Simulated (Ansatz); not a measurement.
CH₃InO⁺, that is In(CO)H3 with one electron fewer. The state is a doublet with charge 1. Geometry PBE-D4/def2-TZVP, that of the neutral singlet; atoms count from 1.

Cartesian coordinates in Å:
```
In 0.921 -0.169 0.292
C -1.449 0.256 -0.466
O -2.513 0.464 -0.796
H 1.468 1.387 -0.257
H 1.125 -1.562 -0.725
H 0.448 -0.376 1.952
```

In the def2 sets In takes a core potential; there is no spin–orbit coupling.

Estimate the Mulliken populations from the PBE0/def2-TZVP orbitals of Ansatz.


| atom | charge (e) | spin (α − β) |
| --- | --- | --- |
| In1 | 0.43 | 0.19 |
| C2 | 0.10 | -0.01 |
| O3 | 0.10 | 0.00 |
| H4 | 0.21 | 0.56 |
| H5 | 0.08 | 0.11 |
| H6 | 0.08 | 0.15 |
Mulliken values depend strongly on the basis.

Where does the spin sit?

Summed by element: In 0.19, C -0.01, O 0.00, H 0.82, of 1 unpaired in all. Largest on single atoms: H4 0.56, In1 0.19, H6 0.15.

And the Mayer bond orders between heavy atoms (over 0.3)?

In1–C2 0.38 (2.52 Å); C2–O3 2.56 (1.13 Å).
